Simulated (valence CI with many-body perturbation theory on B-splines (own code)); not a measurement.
**E1 line list for I III**

Computed by relativistic CI+MBPT: five valence electrons over a frozen Dirac-Fock core [Kr] 4d10, a basis of 11 s, 11 p, 10 d, 8 f, 5 g, 2 h functions for each j, with the one-electron correlation potential Σ1, the two-electron term Σ2, the three-electron term Σ3, Breit, model QED; selected CI, second order for the rest, scaled by the run's own slope (own B-spline code, finite nucleus).

No measured levels were compared; by estimate levels hold to about 250 cm⁻¹ or 0.2 % of their energy and the worst to 1 %, as in measured heavy ions of charge 2 to 7. Among the levels kept, up to 3000 cm⁻¹ of a level comes from second order outside the variational space, and about a tenth of that is noise between levels of different J, which matters for small intervals.

Lines 1 to 50 of 600 in falling wavelength, among levels below 23.391 eV, chosen from the strongest by gf and those to the six lowest levels. Wavelengths and rates use the calculated energies, so an error of 200 cm⁻¹ moves a line at 1740 nm by 3.5 % and its rate by three times that or more. Electric multipoles are in the length gauge, E1 and E2 with the static RPA response of the core. Weak lines are less certain than strong ones. Lines between different terms over intervals too small for the method are left out, as are lines whose strength nearly cancels. Where a level lies close to another of its J and parity, the split of strength between their lines is uncertain. The highest levels of a list are the least certain.

Names give the largest LS component (configuration and term), which can be under half, so a name can repeat, a term be missing and a line seem to break the LS rules; names also repeat where a configuration has a term twice. Letters in brackets count levels of one name in rising energy.

| λ vac (nm) | Upper | Lower | A (s⁻¹) | S (a.u.) |
| --- | --- | --- | --- | --- |
| 1740 | 5s²5p²7p ²S°_1/2 | 5s²5p²6d ⁴D_1/2 | 1.82e+06 | 9.48e+00 |
| 1709 | 4f5s²5p² ²D°_3/2 [b] | 5s²5p²6d ²F_5/2 | 1.54e+06 | 1.52e+01 |
| 1694 | 5s²5p²7p ⁴D°_3/2 [b] | 5s²5p²7s ⁴P_5/2 | 7.62e+05 | 7.32e+00 |
| 1616 | 5s²5p²7p ⁴P°_1/2 | 5s²5p²7s ²P_3/2 [b] | 2.60e+06 | 1.09e+01 |
| 1571 | 5s²5p²7p ²S°_1/2 | 5s²5p²6d ²P_3/2 | 7.15e+06 | 2.74e+01 |
| 1519 | 5s²5p²7p ²D°_3/2 | 5s²5p²6d ²F_5/2 | 4.26e+06 | 2.95e+01 |
| 1495 | 5s²5p²7p ⁴D°_1/2 | 5s²5p²6d ⁴F_3/2 | 1.20e+07 | 3.97e+01 |
| 1491 | 5s²5p²7p ²D°_3/2 | 5s²5p²7s ²P_3/2 [a] | 6.64e+05 | 4.35e+00 |
| 1458 | 5s²5p²7p ⁴D°_3/2 [b] | 5s²5p²6d ⁴F_5/2 [b] | 6.60e+06 | 4.03e+01 |
| 1451 | 5s²5p²7p ⁴P°_1/2 | 5s²5p²7s ²P_3/2 [a] | 8.48e+06 | 2.56e+01 |
| 1426 | 5s²5p²7p ⁴D°_3/2 [a] | 5s²5p²6d ⁴F_5/2 [a] | 1.25e+07 | 7.15e+01 |
| 1389 | 5s²5p²7p ⁴D°_3/2 [b] | 5s²5p²6d ²P_3/2 | 3.54e+06 | 1.87e+01 |
| 1387 | 5s²5p²7p ²D°_3/2 | 5s²5p²7s ⁴P_5/2 | 2.97e+06 | 1.57e+01 |
| 1345 | 4f5s²5p² ²D°_3/2 [b] | 5s²5p²6d ⁴F_5/2 [b] | 1.25e+06 | 5.98e+00 |
| 1324 | 5s²5p²7p ⁴D°_5/2 | 5s²5p²6d ⁴F_5/2 [b] | 2.73e+06 | 1.88e+01 |
| 1294 | 5s²5p²7p ⁴D°_5/2 | 5s²5p²6d ⁴F_7/2 | 1.41e+07 | 9.06e+01 |
| 1271 | 5s²5p²6d ²D_3/2 | 4f5s²5p² ²F°_5/2 [a] | 5.63e+06 | 2.28e+01 |
| 1247 | 5s²5p²6d ²F_7/2 [a] | 4f5s²5p² ⁴F°_7/2 | 9.03e+05 | 6.91e+00 |
| 1238 | 5s²5p²7p ⁴P°_1/2 | 5s²5p²6d ⁴D_1/2 | 5.84e+06 | 1.09e+01 |
| 1234 | 5s²5p²7p ⁴D°_3/2 [a] | 5s²5p²6d ⁴F_3/2 | 1.95e+06 | 7.25e+00 |
| 1165 | 5s²5p²7p ²S°_1/2 | 5s²5p²7s ²P_1/2 | 1.09e+07 | 1.71e+01 |
| 1153 | 5s²5p²6d ²D_5/2 | 4f5s²5p² ²F°_7/2 [a] | 6.47e+06 | 2.94e+01 |
| 1151 | 5s²5p²6d ⁴D_1/2 | 4f5s²5p² ⁴F°_3/2 | 7.25e+06 | 1.09e+01 |
| 1149 | 5s²5p²6d ²F_7/2 [b] | 4f5s²5p² ²G°_9/2 [b] | 7.08e+06 | 4.24e+01 |
| 1102 | 5s²5p²6d ⁴D_5/2 | 4f5s²5p² ⁴F°_5/2 | 2.41e+06 | 9.54e+00 |
| 1096 | 5s²5p²7p ²S°_1/2 | 5s²5p²7s ⁴P_3/2 | 1.72e+07 | 2.23e+01 |
| 1070 | 5s²5p²6d ⁴D_5/2 | 4f5s²5p² ⁴F°_7/2 | 4.98e+06 | 1.80e+01 |
| 1062 | 5s²5p²6d ⁴P_3/2 | 4f5s²5p² ⁴F°_5/2 | 4.00e+06 | 9.46e+00 |
| 1062 | 5s²5p²7p ⁴D°_3/2 [b] | 5s²5p²7s ²P_1/2 | 7.05e+06 | 1.67e+01 |
| 1060 | 5s²5p²7p ⁴D°_1/2 | 5s²5p²7s ⁴P_1/2 | 3.10e+07 | 3.65e+01 |
| 1046 | 5s²5p²6d ²P_1/2 | 4f5s²5p² ²D°_3/2 [a] | 7.17e+06 | 8.12e+00 |
| 1030 | 5s²5p²7s ²P_3/2 [a] | 4f5s²5p² ⁴D°_5/2 | 4.13e+06 | 8.92e+00 |
| 1010 | 5s²5p²6d ⁴F_3/2 | 4f5s²5p² ⁴G°_5/2 | 8.03e+06 | 1.63e+01 |
| 1007 | 5s²5p²6d ⁴F_5/2 [a] | 4f5s²5p² ⁴G°_7/2 [a] | 8.73e+06 | 2.64e+01 |
| 1004 | 5s²5p²7p ⁴D°_3/2 [b] | 5s²5p²7s ⁴P_3/2 | 2.46e+07 | 4.92e+01 |
| 1001 | 4f5s²5p² ²D°_3/2 [b] | 5s²5p²7s ²P_1/2 | 4.94e+06 | 9.78e+00 |
| 997.2 | 5s²5p²6d ⁴P_3/2 | 4f5s²5p² ⁴D°_3/2 | 3.24e+06 | 6.34e+00 |
| 994.5 | 5s²5p²6d ⁴P_1/2 | 4f5s²5p² ⁴D°_1/2 | 5.63e+06 | 5.46e+00 |
| 981.9 | 5s²5p²6d ²P_3/2 | 4f5s²5p² ²D°_5/2 | 8.44e+06 | 1.58e+01 |
| 971.6 | 5s²5p²6d ⁴P_1/2 | 4f5s²5p² ⁴D°_3/2 | 4.24e+06 | 3.84e+00 |
| 960.5 | 5s²5p²7s ²P_3/2 [b] | 4f5s²5p² ⁴D°_5/2 | 4.50e+06 | 7.87e+00 |
| 951.0 | 5s²5p²7s ⁴P_5/2 | 4f5s²5p² ²G°_7/2 | 1.02e+06 | 2.60e+00 |
| 949.4 | 4f5s²5p² ²D°_3/2 [b] | 5s²5p²7s ⁴P_3/2 | 1.16e+07 | 1.95e+01 |
| 948.2 | 5s²5p²6p ²D°_5/2 [b] | 5s²5p²5d ²F_7/2 [b] | 2.92e+06 | 7.38e+00 |
| 942.6 | 5s²5p²6d ⁴F_7/2 | 4f5s²5p² ⁴G°_9/2 | 9.34e+06 | 3.09e+01 |
| 938.9 | 5s²5p²7p ⁴D°_5/2 | 5s²5p²7s ⁴P_3/2 | 4.29e+07 | 1.05e+02 |
| 934.7 | 5s²5p²6d ⁴F_7/2 | 4f5s²5p² ⁴G°_7/2 [b] | 8.87e+05 | 2.86e+00 |
| 932.5 | 5s²5p²7p ²D°_3/2 | 5s²5p²7s ²P_1/2 | 2.61e+07 | 4.17e+01 |
| 928.3 | 5s²5p²6d ²F_7/2 [a] | 4f5s²5p² ²G°_9/2 [a] | 7.78e+06 | 2.46e+01 |
| 922.1 | 5s²5p²7p ⁴D°_3/2 [a] | 5s²5p²7s ⁴P_1/2 | 4.58e+07 | 7.09e+01 |
